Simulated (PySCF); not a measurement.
Species: C7H14O.
Numbering: `[CH2:1]=[CH:2][CH2:3][C@H:4]([CH2:5][CH3:6])[O:7][CH3:8]` (hydrogens: H9, H10 on C1; H11 on C2; H12, H13 on C3; H14 on C4; H15, H16 on C5; H17, H18, H19 on C6; H20, H21, H22 on C8)

Level of theory: PBE0-D3(BJ)/def2-SVP geometry optimisation, gas phase (PySCF 2.14.0).

Question: What internal coordinates does the optimisation give?

Answer: 
```
                  bond  length (Å)
                 C1=C2       1.334
                 C2–C3       1.495
                 C3–C4       1.535
                 C4–C5       1.520
                 C5–C6       1.518
                 C4–O7       1.411
                 O7–C8       1.393
                 C1–H9       1.093
                C1–H10       1.096
                C2–H11       1.097
                C3–H12       1.105
                C3–H13       1.102
                C4–H14       1.112
                C5–H15       1.103
                C5–H16       1.103
C6–H17, C6–H18, C6–H19       1.101
C8–H20, C8–H21, C8–H22       1.105
```

Bonds in one row agree within 0.01 Å and their mean is given. A selection of angles:
```
     angle  degrees
  C2–C1–H9    121.4
 C2–C1–H10    121.5
 H9–C1–H10    117.0
  C1–C2–C3    125.4
 C1–C2–H11    119.4
 C3–C2–H11    115.2
  C2–C3–C4    113.2
 C2–C3–H12    109.1
 C2–C3–H13    110.6
 C4–C3–H12    108.3
 C4–C3–H13    109.2
H12–C3–H13    106.1
  C3–C4–C5    112.8
  C3–C4–O7    111.4
 C3–C4–H14    107.9
  C5–C4–O7    107.4
 C5–C4–H14    108.4
 O7–C4–H14    108.8
  C4–C5–C6    113.1
 C4–C5–H15    108.2
 C4–C5–H16    108.1
 C6–C5–H15    110.3
 C6–C5–H16    110.7
H15–C5–H16    106.1
 C5–C6–H17    111.5
 C5–C6–H18    110.3
H17–C6–H18    108.3
  C4–O7–C8    115.4
 O7–C8–H20    113.1
 O7–C8–H21    107.7
 O7–C8–H22    111.8
H20–C8–H21    107.9
```

Torsions: C1–C2–C3–C4 -128° (anticlinal); C2–C3–C4–C5 62° (synclinal); C3–C4–C5–C6 177° (antiperiplanar); C3–C4–O7–C8 -77° (synclinal).

The 5 C–C bonds span 1.334 Å (C1=C2, drawn double) to 1.535 Å (C3–C4, drawn single), a spread of 0.201 Å. Of the pairs four or more bonds apart, H12···H20 is among the closest relative to their van der Waals radii: 2.23 Å, 93 % of the sum of Bondi's values.

Point group: C1 (no symmetry element, even within 0.4 Å). No frequency check. One conformer, not necessarily the lowest.
